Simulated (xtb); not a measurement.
H2Cl2Si, singlet, at a GFN2-xTB geometry; GFN1-xTB (xtb).

Input for xtb:
```
$ xtb mol.xyz --gfn 1 --opt --json

# file mol.xyz
5

Si    -0.02936543    -0.75380550     0.03346055
Cl     1.65605635     0.34030246     0.02683298
Cl    -1.62471822     0.46414191    -0.06254134
H     -0.09164621    -1.50633088     1.27695919
H     -0.02998600    -1.61594636    -1.13836493
```

Problem. What does xtb print? Leave out banner, timings and long lists.

Solution. 
```
   ID    Z sym.   atoms
    1   14 Si     1
    2   17 Cl     2, 3
    3    1 H      4, 5

           -------------------------------------------------
          |                Calculation Setup                |
           -------------------------------------------------

           -------------------------------------------------
          |                 G F N 1 - x T B                 |
           -------------------------------------------------

          ...................................................
          :                      SETUP                      :
          :.................................................:
          :  # basis functions                  34          :
          :  # atomic orbitals                  31          :
          :  # shells                           13          :
          :  # electrons                        20          :
          :  # halogen bonds                     0          :
          :  max. iterations                   250          :
          :  Hamiltonian                  GFN1-xTB          :
          :  restarted?                      false          :
          :  GBSA solvation                  false          :
          :  PC potential                    false          :
          :  electronic temp.          300.0000000     K    :
          :  accuracy                    1.0000000          :
          :  -> integral cutoff          0.2500000E+02      :
          :  -> integral neglect         0.1000000E-07      :
          :  -> SCF convergence          0.1000000E-05 Eh   :
          :  -> wf. convergence          0.2000000E-04 e    :
          :  Broyden damping             0.4000000          :
          :  net charge                          0          :
          :  unpaired electrons                  0          :
          ...................................................

 iter      E             dE          RMSdq      gap      omega  full diag
   1    -11.6259454 -0.116259E+02  0.649E+00    7.47       0.0  T
   2    -11.6366787 -0.107333E-01  0.355E+00    7.74       1.0  T
   3    -11.6373176 -0.638897E-03  0.676E-01    7.36       1.0  T
   4    -11.6381290 -0.811337E-03  0.214E-01    7.44       1.0  T
   5    -11.6381800 -0.509790E-04  0.130E-02    7.48       3.4  T
   6    -11.6381799  0.142983E-07  0.552E-03    7.48       8.1  T
   7    -11.6381800 -0.898311E-07  0.331E-04    7.48     135.0  T
   8    -11.6381800 -0.461089E-10  0.267E-05    7.48    1676.1  T
[...]
         :: total energy             -11.591569389451 Eh    ::
 * total energy  :   -11.5915694 Eh     change       -0.1243450E-13 Eh
 * total energy  :   -11.5908367 Eh     change        0.7326635E-03 Eh
 * total energy  :   -11.5918374 Eh     change       -0.1000672E-02 Eh
 * total energy  :   -11.5918405 Eh     change       -0.3126859E-05 Eh
   *** GEOMETRY OPTIMIZATION CONVERGED AFTER 4 ITERATIONS ***
         :: total energy             -11.591840524358 Eh    ::
[...]
        14                         -0.0808831              -2.2009
        15                         -0.0667247              -1.8157
        16                         -0.0640056              -1.7417
        17                         -0.0575017              -1.5647
        18                         -0.0507816              -1.3818
        19                         -0.0492480              -1.3401
        20                         -0.0481467              -1.3101
        21                         -0.0469095              -1.2765
       ...                                ...                  ...
        31                          1.4801274              40.2763
      -------------------------------------------------------------
                  HL-Gap            0.2727044 Eh            7.4207 eV
             Fermi-level           -0.3160289 Eh           -8.5996 eV

  Mulliken/CM5 charges         n(s)   n(p)   n(d)
     1Si    0.30925  0.03951   1.140  1.610  0.941
     2Cl   -0.08869 -0.04345   1.886  5.212 -0.009
     3Cl   -0.08869 -0.04345   1.886  5.212 -0.009
     4H    -0.06594  0.02370   1.066  0.000  0.000
     5H    -0.06594  0.02370   1.066  0.000  0.000

Wiberg/Mayer (AO) data.
largest (>0.10) Wiberg bond orders for each atom

 ---------------------------------------------------------------------------
     #   Z sym  total        # sym  WBO       # sym  WBO       # sym  WBO
 ---------------------------------------------------------------------------
     1  14 Si   4.741 --     2 Cl   1.434     3 Cl   1.434     4 H    0.937
                             5 H    0.937
     2  17 Cl   1.491 --     1 Si   1.434
     3  17 Cl   1.491 --     1 Si   1.434
     4   1 H    0.992 --     1 Si   0.937
     5   1 H    0.992 --     1 Si   0.937
 ---------------------------------------------------------------------------

Topologies differ in total number of bonds
Writing topology from bond orders to xtbtopo.mol

 dipole moment from electron density (au)
     X       Y       Z
  -0.0152  -0.3894   0.0173  total (Debye):    0.992

optimized geometry written to: xtbopt.xyz

           -------------------------------------------------
          | TOTAL ENERGY              -11.591840524358 Eh   |
          | GRADIENT NORM               0.000841984772 Eh/α |
          | HOMO-LUMO GAP               7.420665130389 eV   |
           -------------------------------------------------

normal termination of xtb
```
